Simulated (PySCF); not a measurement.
(3Z)-hexa-1,3-dien-5-yne (C₆H₆), SMILES C#C/C=C\C=C.

The structure is a stationary point at B3LYP-D3(BJ)/def2-SVP. The values are those of a single conformer.

Vertical ionisation energy (IE) and electron affinity (EA) in eV. Rows of orbital energies are one-electron estimates. Where ΔSCF, EOM or ADC give a negative EA the extra electron is unbound and the value depends on the basis.

```
level                                          IE    EA
-------------------------------------------  ----  ----
−ε(HOMO), −ε(LUMO), B3LYP/def2-TZVP (PySCF)  6.36  1.79
−ε(HOMO), −ε(LUMO), PBE/def2-TZVP (PySCF)    5.64  2.46
```
